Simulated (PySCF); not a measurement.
## Electron correlation in Ge⁺ (germanium, charge +1)

[Ar] 3d10 4s1 4p2, high-spin 4P determinant (an excited configuration). All numbers are calculated (PySCF 2.14, a scalar-relativistic core potential, in aug-cc-pVTZ-PP with one added diffuse shell each of s, d, f type with ECP10MDF (7s5p5d3f, 68 functions)). Frozen: 3s2 3p6 3d10; 3 electrons correlated.

```tsv
level	correlation energy (mhartree)
CCSD	-12.36
(T)	-0.07
CCSD(T)	-12.43
```

Diagnostics: T1 = 0.0025, D1 = 0.0052, largest double amplitude 0.027.

Cost of the coupled-cluster step: about 4 core-seconds, for 3 correlated electrons.

Iterations:

```
CC2 = 0
CCSD nocc = (np.int64(3), np.int64(0)), nmo = (59, 59)
frozen orbitals [[0, 1, 2, 3, 4, 5, 6, 7, 8], [0, 1, 2, 3, 4, 5, 6, 7, 8]]
max_cycle = 100
direct = 0
conv_tol = 1e-08
conv_tol_normt = 1e-06
diis_space = 8
diis_start_cycle = 0
Init t2, MP2 energy = -0.00858936452096179
Init E_corr(UCCSD) = -0.00858936452192632
cycle = 1  E_corr(UCCSD) = -0.0111070687379666  dE = -0.00251770422  norm(t1,t2) = 0.022052
cycle = 2  E_corr(UCCSD) = -0.0119173347082239  dE = -0.00081026597  norm(t1,t2) = 0.00812429
cycle = 3  E_corr(UCCSD) = -0.0123712405862275  dE = -0.000453905878  norm(t1,t2) = 0.00318626
cycle = 4  E_corr(UCCSD) = -0.0123635448495224  dE = 7.69573671e-06  norm(t1,t2) = 0.000282322
cycle = 5  E_corr(UCCSD) = -0.0123641426546185  dE = -5.97805096e-07  norm(t1,t2) = 3.06838e-05
cycle = 6  E_corr(UCCSD) = -0.0123640556522054  dE = 8.70024131e-08  norm(t1,t2) = 4.33097e-06
cycle = 7  E_corr(UCCSD) = -0.0123641084124999  dE = -5.27602945e-08  norm(t1,t2) = 4.39681e-07
cycle = 8  E_corr(UCCSD) = -0.0123641017323005  dE = 6.68019946e-09  norm(t1,t2) = 7.81049e-08
UCCSD converged
E(UCCSD) = -292.9144244390924  E_corr = -0.01236410173230049
UCCSD(T) correction = -7.26265556016294e-05
```
